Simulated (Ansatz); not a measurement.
# Relative stability

Two relaxed structures of BSiH3Te, singlet (PBE0-D4/def2-TZVP; forces vanish, vibrations not checked).

A:

```
atom    x (Å)    y (Å)    z (Å)
 Si1  -0.1388  -0.6519  -0.5499
  B2   0.6308   0.4622   0.8434
 Te3  -1.0330   1.5798   0.1611
  H4  -1.0301  -1.8030  -0.2689
  H5   0.3917  -0.7031  -1.9335
  H6   1.4448   0.6723   1.6774
```

B:

Si1  (-0.467, -0.904, -1.000)
B2  (0.268, 0.128, 0.311)
Te3  (1.413, 0.910, 1.810)
H4  (-1.612, -1.800, -0.728)
H5  (-0.164, -0.666, -2.428)
H6  (0.562, 2.332, 2.035)
(Å)

Computed with Ansatz 0.2.0 (basis: def2-TZVPP); correlated methods freeze the cores. Filled d shells of the heavier atoms are correlated. Core potentials replace the inner electrons of the atoms past krypton. The def2 sets are not built for correlating such inner shells, so the correlated values are less sure here. B3LYP uses VWN-RPA correlation.

(1) Which structure is lower at CCSD(T), and by how much? (An estimate is asked for; the value comes from the calculation.)

T1 diagnostic: at most 0.019. The restricted Hartree–Fock reference is unstable towards an unrestricted one at one or more of these structures.

## Answers

(1) By the calculation: A, by 46.52 kcal/mol (electronic energy, against the other). By their contacts, A is BSiH₃Te ([BH]1[SiH2][Te]1) and B is BSiH₃Te ([SiH2][B][TeH]).

All methods give the same order:

```csv
method,E(B) − E(A) (kcal/mol)
PBE-D4,46.05
r2SCAN-D4,48.13
PBE0-D4,49.06
B3LYP-D4,45.10
wB97M-V,48.57
HF,48.41
MP2,52.68
CCSD,46.66
CCSD(T),46.52
```

Labels in which every atom is bracketed show which atoms are joined, not bond orders.

For scale, one of the runs: CCSD(T)/def2-TZVPP, 165 basis functions, launched by `ansatz run in.yaml --threads 2 --pin off --events-out ev --progress --plain --max-ram 4352MiB`. The run took 52 s on 2 CPU threads of an Arm Neoverse V1 (shared host), with 1.4 GiB of host memory at its peak.
